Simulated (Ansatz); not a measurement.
Consider the ligand exchange at a B–C bond: `B[CH2][AlH][GeH3]` + `CC(N)=O` → `BNC(C)=O` + `[CH3][AlH][GeH3]`.

Computed with Ansatz on PBE0-D4/def2-TZVP structures; ΔE is electronic, products minus reactants. CCSD(T)/CBS adds triple-zeta CCSD(T) − MP2 to the extrapolated MP2 energy (def2 sets, frozen cores). DFT in def2-TZVPP. B3LYP here is the variant with VWN-RPA as its local correlation; programs differ in this. For Ge outer-core shells are correlated without core-valence functions, which leaves a few kJ/mol of doubt a bond. Scalar relativity is left out up to krypton. Each species was taken in one conformer, which may not be the lowest.

| level | ΔE (kcal/mol) | difference from CCSD(T)/CBS |
| --- | --- | --- |
| ωB97X-V | -18.1 | 0.2 |
| B2PLYP | -19.0 | -0.7 |
| PBE | -16.5 | 1.8 |
| PBE0 | -16.9 | 1.4 |
| B3LYP | -18.9 | -0.6 |
| HF/def2-TZVPP | -21.1 | -2.8 |
| MP2/def2-TZVPP | -18.3 | 0.0 |
| CCSD/def2-TZVPP | -19.2 | -0.9 |
| MP2/def2-QZVPP | -18.0 | 0.3 |
| MP2/CBS(def2) | -17.7 | 0.6 |
| CCSD(T)/CBS | -18.3 | 0 |

Largest T1 diagnostic among the species: 0.015.

In def2-TZVPP, CCSD(T) changes the Hartree–Fock value by +2.2 kcal/mol (the triples alone add +0.3 kcal/mol) and MP2 by +2.9 kcal/mol.
